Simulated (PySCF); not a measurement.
A side-by-side comparison of computed properties.

First species: C₃H₃NS.
SMILES: `C=CSC#N`

Second species: C4H3F3N2O.
Cartesian coordinates in Å at the GFN2-xTB level; atoms count from 1:
```
atom  x, y, z in Å
C1    -2.4724   -0.0726    0.3759
C2    -1.0685    0.2908    0.1214
N3    -0.6215    1.3360   -0.4993
N4     0.7160    1.2657   -0.5007
C5     1.0302    0.1800    0.1212
C6     2.3970   -0.3603    0.3928
F7     2.6153   -0.4981    1.7082
F8     3.3497    0.4271   -0.0917
F9     2.5599   -1.5744   -0.1515
O10   -0.0538   -0.4968    0.5479
H11   -2.6465   -0.1551    1.4474
H12   -2.6954   -1.0357   -0.0803
H13   -3.1145    0.6940   -0.0449
```

Levels: CAM-B3LYP/def2-SVPD for dipole moment, HOMO energy, LUMO energy, HOMO–LUMO gap, static isotropic polarisability and electronic spatial extent ⟨r²⟩ about the centre of nuclear charge; TDDFT CAM-B3LYP/def2-SVPD for lowest singlet excitation; TDA CAM-B3LYP/def2-SVPD for lowest triplet excitation (Tamm–Dancoff); GFN2-xTB for rotational constant A and rotational constant C. Geometries: GFN2-xTB. Each structure is a single optimised conformer of the isolated species, non-relativistic unless stated; the electronic structure was computed with PySCF and density fitting.

The conformers computed, where there is a choice (atom-mapped SMILES and torsion angles):
- `[CH2:1]=[CH:2][S:3][C:4]#[N:5]`: C1–C2–S3–C4 0°
- `[CH3:1][c:2]1[n:3][n:4][c:5]([C:6]([F:7])([F:8])[F:9])[o:10]1`: N4–C5–C6–F7 121°

```csv
property,column X,column Y
dipole moment,3.68 D,4.00 D
HOMO energy,-8.70 eV,-10.01 eV
LUMO energy,0.26 eV,-0.30 eV
HOMO–LUMO gap,8.96 eV,9.71 eV
lowest singlet excitation,5.08 eV,5.52 eV
lowest triplet excitation (Tamm–Dancoff),4.05 eV,4.43 eV
static isotropic polarisability,58.4 au,64.2 au
electronic spatial extent ⟨r²⟩ about the centre of nuclear charge,497 bohr²,1419 bohr²
rotational constant A,6.789 GHz,3.177 GHz
rotational constant C,2.377 GHz,0.776 GHz
```

Q: Which column belongs to which species?

A: Column X is the first species and column Y the second. The first has 8 atoms and 44 electrons, the second 13 and 76.

Q: How does each property change from the first species to the second?

A: dipole moment +0.32 D; HOMO energy -1.31 eV; LUMO energy -0.56 eV; HOMO–LUMO gap +0.75 eV; lowest singlet excitation +0.44 eV; lowest triplet excitation (Tamm–Dancoff) +0.38 eV; static isotropic polarisability +5.8 au; electronic spatial extent ⟨r²⟩ about the centre of nuclear charge +922 bohr²; rotational constant A -3.612 GHz; rotational constant C -1.601 GHz.

On the first: The principal polarisabilities are 39.4, 65.5 and 70.4 au; their mean is the isotropic value. No computed singlet falls in the visible range (750 to 380 nm, 1.65 to 3.26 eV); S1 lies 1.82 eV above its blue end.

On the second: No computed singlet falls in the visible range (750 to 380 nm, 1.65 to 3.26 eV); S1 lies 2.26 eV above its blue end. The principal polarisabilities are 47.4, 61.9 and 83.2 au; their mean is the isotropic value.
